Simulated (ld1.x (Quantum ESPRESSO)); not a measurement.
## What one change does to a pseudopotential (Ni, PAW)

- Element: nickel
- Generator: ld1.x (Quantum ESPRESSO) 7.5
- Type: PAW
- Functional: LDA (PZ)
- Relativity: scalar-relativistic
- Frozen core: [Ar]
- Valence charge: 10
- Reference configuration: 3d8 4s1.5 4p0 (charge +0.5)
- Partial waves: 4s (bound): rcut 1.65, rcutus 2.25 bohr; 4s channel at 0.1 Ry: rcut 1.65, rcutus 2.25 bohr; 4p (bound, empty): rcut 1.90, rcutus 2.60 bohr; 4p channel at 0.1 Ry: rcut 1.90, rcutus 2.60 bohr; 3d (bound): rcut 1.10, rcutus 1.30 bohr; 3d channel at -0.4 Ry: rcut 1.10, rcutus 1.30 bohr; 4f channel at -0.15 Ry: rc 2.65 bohr
- Local potential: the f channel
- Core correction: a·sin(br)/r model core, default radius (ld1.x builds one for every PAW set, though the input has nlcc=.false.)
- Augmentation charge: PSQ, inside the norm-conserving radii

Change: core correction a·sin(br)/r model core inside 1.04 bohr.

Cutoffs: the cutoffs (Ry, on a coarse ladder) from which the occupation-weighted sum of valence levels, in a spherical-Bessel basis at the reference potential, stays within 10 and 1 mRy of its value at 400 Ry; they do not see the model core or the augmentation charge, which bear on the density cutoff. Errors are all-electron minus pseudo energies relative to the spin-unpolarised reference configuration.

**Question.** Predict the effect on cutoff, ghosts and configuration errors.

**Answer.** The potential gets neither clearly harder nor softer (70 Ry and 110 Ry → 70 Ry and 110 Ry); of the 9 tests that both files solve, the error grows in 3 and shrinks in 0 by more than 15 % and 0.3 meV (median size 3.4 → 4.4 meV); neither file shows a bound ghost. The default core radius of the base comes out at 0.39 bohr. A wider model core is smoother and lowers the density cutoff, which this test does not measure.

```tsv
quantity	base	changed
cutoff, loose	70 Ry	70 Ry
cutoff, tight	110 Ry	110 Ry
bound ghosts	none	none
error for 3d8 4s2 4p0, meV [ΔE -3.84 eV]	+0.1	0.0
error for 3d8 4s1 4p0, meV [ΔE 5.76 eV]	-1.2	-1.2
error for 3d8 4s0 4p0, meV [ΔE 23.42 eV]	-8.8	-11
error for 3d9 4s0 4p0, meV [ΔE 2.72 eV]	-112	-118
error for 3d7 4s2 4p1, meV [ΔE 6.81 eV]	-174	-180
error for 3d7 4s0 4p0, meV [ΔE 61.22 eV]	-261	-255
error for 3d8 4s0 4p1, meV [ΔE 11.53 eV]	-3.4	-3.7
error for 3d8 4s1.5 4p0 (spin-polarised), meV [ΔE -1.06 eV]	-1.8	-3.9
error for 3d8 4s2 4p0 (spin-polarised), meV [ΔE -4.76 eV]	-3.2	-4.4
s: phases at 2.89 bohr within 0.05 rad from the reference energy up to (Ry; the scan ends near 5)	2.7	2.7
p: phases at 2.89 bohr within 0.05 rad from the reference energy up to (Ry; the scan ends near 5)	3.1	3.1
d: phases at 2.89 bohr within 0.05 rad from the reference energy up to (Ry; the scan ends near 5)	4.5	4.5
f: phases at 2.89 bohr within 0.05 rad from the reference energy up to (Ry; the scan ends near 5)	to the end of the scan	to the end of the scan
lowest overlap eigenvalue by channel	s 0.39, p 0.67, d 0.96	s 0.39, p 0.67, d 0.96
```
